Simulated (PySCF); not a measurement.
Fractional electron number in Fe²⁺ (iron, charge +2)

The 3d beta orbital of [Ar] 3d6 is emptied in steps (occupation f), with all orbitals relaxed, ending at [Ar] 3d5. Calculation: PySCF 2.14, in aug-pcseg-2 (7s5p4d3f2g, 81 functions); the non-relativistic Hamiltonian (point nucleus). The exact energy is a straight line in f; departures are measured from the line between the end points of the same method.

```csv
f,BHandHLYP (eV),wB97X (eV),TPSS (eV)
1,0.000,0.000,0.000
0.9,-0.242,-0.245,-0.688
0.7,-0.575,-0.581,-1.617
0.5,-0.696,-0.700,-1.938
0.3,-0.595,-0.593,-1.638
0.1,-0.260,-0.255,-0.706
0,0.000,0.000,0.000
```

Task: For BHandHLYP, how does the orbital energy at f = 1 compare with the removal energy?

Result: −ε = 28.110 eV against a total-energy difference of 30.776 eV. By Janak's theorem ε = ∂E/∂f, so the gap between them reflects the curvature. Along the path −ε is 28.601 (f = 0.9), 29.631 (f = 0.7), 30.718 (f = 0.5), 31.857 (f = 0.3), 33.058 (f = 0.1) eV.

```json
{"method": "BHandHLYP", "E(f=0) − E(f=1) (eV)": "30.776", "−ε at f=1 (eV)": "28.110", "−ε at f=0.5 (eV)": "30.718"}
{"method": "wB97X", "E(f=0) − E(f=1) (eV)": "31.109", "−ε at f=1 (eV)": "28.402", "−ε at f=0.5 (eV)": "31.071"}
{"method": "TPSS", "E(f=0) − E(f=1) (eV)": "31.577", "−ε at f=1 (eV)": "23.970", "−ε at f=0.5 (eV)": "31.513"}
```

Reference removal energy between the ground levels: 30.651 ± 0.012 eV (measured; NIST Atomic Spectra Database, ionization energies). The calculation has no spin-orbit coupling. The determinant left behind need not be the lowest term of the ion.
